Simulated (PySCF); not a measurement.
C2H7FO2Si, SMILES O[C@H](C)[Si@H](F)O.

Geometry: PBE0-D3(BJ)/def2-SVP. The structure was generated by enumeration; whether it is a known compound was not checked. The values are those of a single conformer.

The numbers are results of SMD-PBE0/6-31G* (PySCF), not measurements.

Solvation free energies are E(SMD) − E(gas) at the gas-phase geometry, for 1 M in both phases. In vacuum the dipole moment is 1.93 D.

Computed solvation free energies in water, diethylether, dimethylsulfoxide:
```tsv
solvent	ΔG(solv) (kcal/mol)	its non-electrostatic (CDS) part	dipole (D)
water	-8.1	3.6	2.46
diethylether	-5.9	-2.1	2.16
dimethylsulfoxide	-6.2	-0.8	2.26
```
